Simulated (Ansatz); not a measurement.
WO2(NH2)2 (WN2O2H4). Charge 0, multiplicity 1. Geometry B3LYP-D4/def2-SVP, basis def2-TZVP, Ansatz.

```tsv
run	HOMO (eV)	LUMO (eV)
A	-6.73	-2.04
B	-7.81	-1.31
C	-6.33	-2.07
D	-6.40	-2.15
E	-6.62	-2.38
F	-7.57	-1.55
```

In the def2 sets W takes a core potential; there is no spin–orbit coupling. B3LYP takes the VWN-RPA correlation.

Problem. The runs used B3LYP, LDA (SPW92), PBE, PBE0, r2SCAN, revPBE. Estimate which is which.

Solution. A r2SCAN (0 % exact exchange); B PBE0 (25 % exact exchange); C revPBE (0 % exact exchange); D PBE (0 % exact exchange); E LDA (SPW92) (0 % exact exchange); F B3LYP (20 % exact exchange). Exact exchange lowers occupied and raises empty levels; among semilocal functionals meta-GGAs tend to open the gap a little, and such runs are hard to tell apart. The gap grows from 4.24 eV (LDA (SPW92)) to 6.50 eV (PBE0).
